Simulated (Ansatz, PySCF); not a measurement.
Input for PySCF:
```python
from pyscf import gto, scf, dft

mol = gto.M(
    atom='''
Nb   -0.086054    0.018265    0.056237
Cl    1.860399   -0.394879   -1.215788
Cl    0.978582   -1.026299    2.000430
Cl   -1.129222    1.058273   -1.901985
Cl   -1.533659   -1.726720   -0.093998
Cl    0.031444    2.045572    1.075710
''',
    basis='def2-svp',
    ecp={'Nb': 'def2-svp'},
    charge=-1,
    spin=1,
    verbose=4,
)

mf = dft.UKS(mol)
mf.xc = 'bhandhlyp'
mf.grids.atom_grid = (99, 590)
mf.grids.prune = None
mf.kernel()
```

Task: Give the equivalent Ansatz (a first-principles code) input.

Result: One answer among several that fit: 
Ansatz 0.2 input:
```yaml
crystal:
  periodic: [false, false, false]
  atoms:
    - {symbol: Nb, position_ang: [-0.08605415, 0.01826542, 0.05623721]}
    - {symbol: Cl, position_ang: [1.86039851, -0.39487872, -1.21578815]}
    - {symbol: Cl, position_ang: [0.97858169, -1.02629909, 2.00042968]}
    - {symbol: Cl, position_ang: [-1.12922243, 1.05827333, -1.90198452]}
    - {symbol: Cl, position_ang: [-1.53365921, -1.72671987, -0.09399808]}
    - {symbol: Cl, position_ang: [0.03144382, 2.04557246, 1.07571015]}
basis:
  gaussian:
    orbitals: def2-SVP
hamiltonian:
  xc: {name: BHLYP}
total_charge: -1
magnetization: {spin_polarized: true, initial_magnetization: 1}
accuracy: high
```

Both were run: PySCF gave -2357.533153 Eh and Ansatz -2357.533153 Eh, 0.000 mEh apart.
